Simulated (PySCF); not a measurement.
C2H9NSi2, SMILES [SiH3]N1C[SiH2]C1. The structure is a stationary point at PBE-D3(BJ)/def2-SVP. The structure was generated by enumeration, and PubChem lists no compound with its InChIKey, so it may never have been made.

Computed equilibrium geometry at PBE-D3(BJ)/def2-SVP (PySCF confirms it by a frequency run) as a Z-matrix, and its point group:
point group Cs.
```
N
C 1 1.4802
H 2 1.1115 1 113.70
H 2 1.1182 3 107.96 1 128.30
C 1 1.4802 2 105.91 3 -138.63
H 5 1.1115 1 113.70 2 138.63
H 5 1.1182 6 107.96 1 -128.30
Si 1 1.7502 2 125.72 3 59.06
H 8 1.5052 1 107.79 2 -40.68
H 8 1.5052 9 110.88 1 117.77
H 8 1.5159 9 107.59 10 117.40
Si 5 1.9162 6 118.89 7 -131.88
H 12 1.5040 5 114.32 6 -18.61
H 12 1.5064 13 109.39 5 -137.42
```
Charge 0, spin multiplicity 1.
